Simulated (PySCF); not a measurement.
# Frontier orbitals and the lowest excitations

Species: C6H9FO.
Z-matrix (Å and degrees, GFN2-xTB geometry), rows numbered from 1:
```
C 
C   1  1.3077
C   2  1.4747  1  149.23
C   2  1.4646  1  148.58  3   178.04
F   4  1.3892  2  116.28  3   104.17
O   4  1.3564  2  121.33  3  -112.40
C   6  1.4302  4  116.45  2   139.35
C   7  1.5231  6  113.13  4    79.36
H   1  1.0771  2  121.45  3  -178.84
H   1  1.0783  2  121.36  3     1.19
H   3  1.0810  2  118.39  4  -107.11
H   3  1.0812  2  118.50  4   106.92
H   7  1.0979  6  109.62  4   -44.24
H   7  1.0928  6  104.06  4  -160.73
H   8  1.0867  7  109.87  6    54.75
H   8  1.0868  7  109.51  6   174.59
H   8  1.0867  7  110.91  6   -65.21
```

Method used: TDDFT PBE0/def2-SVPD, vertical, gas phase, core orbitals frozen in the response (PySCF).

Frontier orbitals with the atoms that hold most of them (Löwdin shares over 4%, at most four atoms; ? is withheld):

```json
{"orbital": "HOMO-3", "ε (eV)": "-9.17", "atoms": "C3 19%, O6 17%, C2 13%, F5 10%"}
{"orbital": "HOMO-2", "ε (eV)": "-8.53", "atoms": "O6 40%, C2 9%, C3 8%, C8 8%"}
{"orbital": "HOMO-1", "ε (eV)": "-8.06", "atoms": "?"}
{"orbital": "HOMO", "ε (eV)": "-7.88", "atoms": "C2 25%, C1 24%, O6 12%, C3 9%"}
{"orbital": "LUMO", "ε (eV)": "?", "atoms": "?"}
{"orbital": "LUMO+1", "ε (eV)": "0.73", "atoms": "C3 14%, C7 13%, C8 10%, H13 8%"}
{"orbital": "LUMO+2", "ε (eV)": "1.25", "atoms": "C1 25%, H10 12%, C8 10%, H9 8%"}
```

Task: Give the leading atoms of the LUMO.

Result: C1 (bonded to C and 2 H) 31%; C2 (bonded to 3 C) 28%; C3 (bonded to 2 C and 2 H) 8%; H10 (bonded to C) 6%. By element: carbon 67% or more, hydrogen 6% or more.

Task: Give the leading atoms of the HOMO-1.

Result: C2 (bonded to 3 C) 23%; C1 (bonded to C and 2 H) 16%; C4 (bonded to 2 C, F and O) 16%; C3 (bonded to 2 C and 2 H) 12%.

Task: What is the LUMO energy, and the HOMO–LUMO gap?

Result: ε(LUMO) = -0.46 eV; the gap is 7.42 eV (0.2726 hartree).

Task: How does S1 compare with the orbital gap of 7.42 eV?

Result: S1 is at 5.89 eV (f = 0.0023), 1.53 eV below the gap, made of HOMO-1→LUMO (60%), HOMO→LUMO (37%). Its leading pair isn't HOMO and LUMO; the energies of that pair differ by 7.60 eV. Without the coupling terms of the response equations the lowest excitation would equal the gap.

Task: One configuration dominates each of S5 and S6. Which, and how do the shares of the two leading atoms of either orbital change from the occupied to the empty one?

Result: 
- S5 (7.55 eV, f 0.047), HOMO→LUMO+1 (87%): C2 25% → at most 9%, C1 24% → at most 9%, C3 9% → 14%, C7 at most 10% → 13%
- S6 (7.71 eV, f 0.015), HOMO-1→LUMO+1 (87%): C2 23% → at most 9%, C1 16% → at most 9%, C3 12% → 14%, C7 at most 13% → 13%

Löwdin shares depend on the basis, the more so with diffuse functions.

Hardware: one thread of an Arm Neoverse V1, shared host. Cost: 41 s, 0.95 GiB resident at most.

One conformer stands for the species.
